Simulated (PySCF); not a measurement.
**Do core-level shifts follow atomic charges?**

Species: C₄H₃B.
SMILES with atom numbers: `[BH2:1][C:2]#[C:3][C:4]#[CH:5]`

Binding energies: PySCF, delta-SCF UKS SCAN, pcX-2 on the ionised atom, pcseg-1 elsewhere, spin-free X2C. Charges: PBE0/pcSseg-1 ground-state density, for the ionised atom.

```
atom             environment  C 1s (eV)  Mulliken (e)  IAO (e)  Hirshfeld (e)  ESP (e)
  C2           alkyne carbon     290.44        -0.271   -0.106         -0.085   -0.178
  C5  terminal alkyne carbon     290.81        -0.446   -0.165         -0.053   -0.406
  C3           alkyne carbon     291.49        +0.257   +0.007         -0.005   -0.064
  C4           alkyne carbon     291.69        +0.230   -0.025         -0.030   +0.166
```

Problem. Give the correlation coefficient and slope of binding energy on charge for each scheme.

Solution. Hirshfeld: r = 0.89, slope 15.3 eV per e; Mulliken: r = 0.88, slope 1.4 eV per e; IAO: r = 0.79, slope 5.9 eV per e; ESP: r = 0.75, slope 1.8 eV per e. On 4 points no scheme stands out.

Problem. The point-charge model writes a binding energy as kq + V + constant, with V the potential of the other atoms' charges at the site. What does it give with the ESP charges?

Solution. V = Σ 14.40 eV Å × q/r over all other atoms: +1.84 eV at C2, +5.79 eV at C5, -0.24 eV at C3, -3.75 eV at C4. Fitting binding energy − V to q gives k = 18.6 eV per e and leaves an rms residual of 0.37 eV, against 0.33 eV for the fit on q alone. The model has no term for differences in relaxation between sites.

Spin contamination (⟨S²⟩ against 0.75 for a pure doublet) is marked for C 1s of C2 (0.94), C 1s of C5 (0.93), C 1s of C3 (0.99) and C 1s of C4 (0.97), which makes these values less certain. Geometry: PBE0-D3(BJ)/def2-SVP; no solvent, vibrations or thermal averaging.
